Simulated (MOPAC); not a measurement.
Input file for MOPAC: AM1 on C3H8N2 (a complex), monomers drawn apart or pushed together.

```
AM1 1SCF PRECISE CHARGE=0 THREADS=1
C3H8N2

C      0.19250141 1     1.30180665 1     0.16281910 1
C     -0.63658801 1     0.10867104 1     0.14241081 1
N     -1.29259930 1    -0.83563949 1     0.16213596 1
H     -0.28916587 1     2.10573048 1    -0.39424763 1
H      0.32421596 1     1.60196636 1     1.20467507 1
H      1.16360358 1     1.09380567 1    -0.28701486 1
C      0.59826141 1    -0.53148057 1     3.29350956 1
N     -0.40980702 1     0.51100872 1     3.08782466 1
H      1.52109496 1    -0.07654389 1     3.65737868 1
H      0.81721426 1    -1.00803265 1     2.33736104 1
H      0.30639848 1    -1.31933734 1     3.99905495 1
H     -0.65532679 1     0.95025540 1     3.96691289 1
H     -1.25825572 1     0.10386103 1     2.71086355 1
```

It printed:

```
*******************************************************************************
 **                                                                           **
 **                              MOPAC v23.2.5                                **
 **                                                                           **
 *******************************************************************************
 ** MOPAC's Digital Object Identifier: https://doi.org/10.5281/zenodo.6511958 **
 **                                                                           **
 ** Please cite the open-source release paper for use of this MOPAC version:  **
 ** J. E. Moussa and J. J. P. Stewart (2026)                                  **
 ** MOPAC: An open-source semiempirical molecular orbital program             **
 ** J. Open Source Softw., 11(119), 8025, https://doi.org/10.21105/joss.08025 **
 *******************************************************************************

                              AM1 CALCULATION RESULTS

 *******************************************************************************
 *  AM1        - The AM1 Hamiltonian to be used
 *
 *
 *
 *                 CHARGE ON SYSTEM = 0
 *
 *
 *
 *  PRECISE    - TIGHTER CRITERIA TO BE USED
 *  1SCF       - DO 1 SCF AND THEN STOP
 *  THREADS=1  - MULTI-THREADING NOT USED
 *  T=         - A TIME OF 172800.0 SECONDS REQUESTED
 *  DUMP=N     - RESTART FILE WRITTEN EVERY 7200.0 SECONDS REQUESTED
 *******************************************************************************
AM1 1SCF PRECISE CHARGE=0 THREADS=1
 C3H8N2

   ATOM   CHEMICAL          X               Y               Z
  NUMBER   SYMBOL      (ANGSTROMS)     (ANGSTROMS)     (ANGSTROMS)

     1       C          0.19250141  *   1.30180665  *   0.16281910  *
     2       C         -0.63658801  *   0.10867104  *   0.14241081  *
     3       N         -1.29259930  *  -0.83563949  *   0.16213596  *
     4       H         -0.28916587  *   2.10573048  *  -0.39424763  *
     5       H          0.32421596  *   1.60196636  *   1.20467507  *
     6       H          1.16360358  *   1.09380567  *  -0.28701486  *
     7       C          0.59826141  *  -0.53148057  *   3.29350956  *
     8       N         -0.40980702  *   0.51100872  *   3.08782466  *
     9       H          1.52109496  *  -0.07654389  *   3.65737868  *
    10       H          0.81721426  *  -1.00803265  *   2.33736104  *
    11       H          0.30639848  *  -1.31933734  *   3.99905495  *
    12       H         -0.65532679  *   0.95025540  *   3.96691289  *
    13       H         -1.25825572  *   0.10386103  *   2.71086355  *



          CARTESIAN COORDINATES

    NO.       ATOM           X           Y           Z

     1         C          0.1925      1.3018      0.1628
     2         C         -0.6366      0.1087      0.1424
     3         N         -1.2926     -0.8356      0.1621
     4         H         -0.2892      2.1057     -0.3942
     5         H          0.3242      1.6020      1.2047
     6         H          1.1636      1.0938     -0.2870
     7         C          0.5983     -0.5315      3.2935
     8         N         -0.4098      0.5110      3.0878
     9         H          1.5211     -0.0765      3.6574
    10         H          0.8172     -1.0080      2.3374
    11         H          0.3064     -1.3193      3.9991
    12         H         -0.6553      0.9503      3.9669
    13         H         -1.2583      0.1039      2.7109

  H: (AM1): M.J.S. DEWAR ET AL, J. AM. CHEM. SOC. 107 3902-3909 (1985)
  C: (AM1): M.J.S. DEWAR ET AL, J. AM. CHEM. SOC. 107 3902-3909 (1985)
  N: (AM1): M.J.S. DEWAR ET AL, J. AM. CHEM. SOC. 107 3902-3909 (1985)

           Empirical Formula: C3 H8 N2  =    13 atoms



      MOLECULAR POINT GROUP   :   C1


      RHF CALCULATION, NO. OF DOUBLY OCCUPIED LEVELS = 15


 -------------------------------------------------------------------------------
 AM1 1SCF PRECISE CHARGE=0 THREADS=1
 C3H8N2



     1SCF WAS SPECIFIED, SO BFGS WAS NOT USED
     SCF FIELD WAS ACHIEVED


                              AM1 CALCULATION
                                                       MOPAC v23.2.5 Linux




          FINAL HEAT OF FORMATION =         15.91150 KCAL/MOL =      66.57371 KJ/MOL


          COSMO AREA              =        128.42 SQUARE ANGSTROMS
          COSMO VOLUME            =        114.79 CUBIC ANGSTROMS

          IONIZATION POTENTIAL    =         10.073553 EV
          HOMO LUMO ENERGIES (EV) =        -10.074  1.974
          NO. OF FILLED LEVELS    =         15
          MOLECULAR WEIGHT        =         72.1096         POINT GROUP:  C1

          MOLECULAR DIMENSIONS (Angstroms)

            Atom       Atom       Distance
            H    11    H     4     5.60240
            N     3    H    12     3.77253
            H    13    H     6     2.82781


          SCF CALCULATIONS        =          1





   ATOM   CHEMICAL          X               Y               Z
  NUMBER   SYMBOL      (ANGSTROMS)     (ANGSTROMS)     (ANGSTROMS)

     1       C          0.19250141  *   1.30180665  *   0.16281910  *
     2       C         -0.63658801  *   0.10867104  *   0.14241081  *
     3       N         -1.29259930  *  -0.83563949  *   0.16213596  *
     4       H         -0.28916587  *   2.10573048  *  -0.39424763  *
     5       H          0.32421596  *   1.60196636  *   1.20467507  *
     6       H          1.16360358  *   1.09380567  *  -0.28701486  *
     7       C          0.59826141  *  -0.53148057  *   3.29350956  *
     8       N         -0.40980702  *   0.51100872  *   3.08782466  *
     9       H          1.52109496  *  -0.07654389  *   3.65737868  *
    10       H          0.81721426  *  -1.00803265  *   2.33736104  *
    11       H          0.30639848  *  -1.31933734  *   3.99905495  *
    12       H         -0.65532679  *   0.95025540  *   3.96691289  *
    13       H         -1.25825572  *   0.10386103  *   2.71086355  *

                             CARTESIAN COORDINATES

   1    C        0.192501410     1.301806650     0.162819100
   2    C       -0.636588010     0.108671040     0.142410810
   3    N       -1.292599300    -0.835639490     0.162135960
   4    H       -0.289165870     2.105730480    -0.394247630
   5    H        0.324215960     1.601966360     1.204675070
   6    H        1.163603580     1.093805670    -0.287014860
   7    C        0.598261410    -0.531480570     3.293509560
   8    N       -0.409807020     0.511008720     3.087824660
   9    H        1.521094960    -0.076543890     3.657378680
  10    H        0.817214260    -1.008032650     2.337361040
  11    H        0.306398480    -1.319337340     3.999054950
  12    H       -0.655326790     0.950255400     3.966912890
  13    H       -1.258255720     0.103861030     2.710863550


           Empirical Formula: C3 H8 N2  =    13 atoms



      MOLECULAR POINT GROUP   :   C1


                  EIGENVALUES
 -37.07257 -35.15114 -30.88141 -25.82116 -18.25616 -17.06057 -15.65767 -15.25579
 -15.19169 -14.03852 -13.45162 -12.73194 -12.37590 -12.32112 -10.07355   1.97395
   2.02058   3.38781   3.62057   4.23753   4.28418   4.32531   4.43670   4.77933
   4.92361   5.88417   5.97591   6.85569


              NET ATOMIC CHARGES AND DIPOLE CONTRIBUTIONS

  ATOM NO.   TYPE          CHARGE      No. of ELECS.   s-Pop       p-Pop
    1          C          -0.139339        4.1393     1.19183     2.94751
    2          C          -0.122388        4.1224     1.28672     2.83566
    3          N          -0.082944        5.0829     1.81825     3.26470
    4          H           0.101118        0.8989     0.89888
    5          H           0.140988        0.8590     0.85901
    6          H           0.100620        0.8994     0.89938
    7          C          -0.138813        4.1388     1.22058     2.91823
    8          N          -0.349185        5.3492     1.60817     3.74102
    9          H           0.079363        0.9206     0.92064
   10          H           0.083597        0.9164     0.91640
   11          H           0.045579        0.9544     0.95442
   12          H           0.137128        0.8629     0.86287
   13          H           0.144277        0.8557     0.85572
 DIPOLE           X         Y         Z       TOTAL
 POINT-CHG.     1.362     1.506     0.553     2.105
 HYBRID        -0.191    -0.156     0.663     0.707
 SUM            1.171     1.350     1.216     2.162


          ATOMIC ORBITAL ELECTRON POPULATIONS

     Atom    s        px        py        pz
    1  C   1.19183   0.97258   0.90875   1.06618
    2  C   1.28672   0.94843   0.94963   0.93761
    3  N   1.81825   1.08432   1.09634   1.08405
    4  H   0.89888
    5  H   0.85901
    6  H   0.89938
    7  C   1.22058   0.96256   0.93894   1.01673
    8  N   1.60817   1.14198   1.30046   1.29858
    9  H   0.92064
   10  H   0.91640
   11  H   0.95442
   12  H   0.86287
   13  H   0.85572

 **********************
 *                    *
 * JOB ENDED NORMALLY *
 *                    *
 **********************




 == MOPAC DONE ==
```

The run finished.

Cost: very roughly 0.03 core-seconds.
